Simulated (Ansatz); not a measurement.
**BN2H4F (SMILES NB(N)F): name the method**

The species is BN2H4F (8 atoms), meant as a singlet with charge 0. As SMILES, `NB(N)F`. The coordinates come from a PBE0-D4/def2-TZVP relaxation.

```xyz
8

N    -0.4988    1.1262   -0.2514
B    -0.1026   -0.2205   -0.3747
N     0.6323   -0.9341    0.5931
F    -0.4527   -0.8748   -1.5021
H    -1.0223    1.5828   -0.9752
H    -0.2934    1.7051    0.5405
H     0.9431   -0.5480    1.4641
H     0.8865   -1.8939    0.4499
```

A calculation with Ansatz 0.2.0 gave:

```
total energy  : -234.2402 Eh
dipole moment : 2.65 D
HOMO energy   : -10.32 eV
LUMO energy   : 7.18 eV
HOMO–LUMO gap : 17.51 eV
largest force : 0.995 eV/Å
```

Question: Which of these levels gave the numbers?
A. HF/3-21G
B. B3LYP/6-31G* (Cartesian functions)
C. PBE0/def2-SVPD
D. HF/def2-SVP

Answer: A. The others give -235.3296 Eh (HF/def2-SVP), -236.7433 Eh (B3LYP/6-31G* (Cartesian functions)), -236.3459 Eh (PBE0/def2-SVPD).
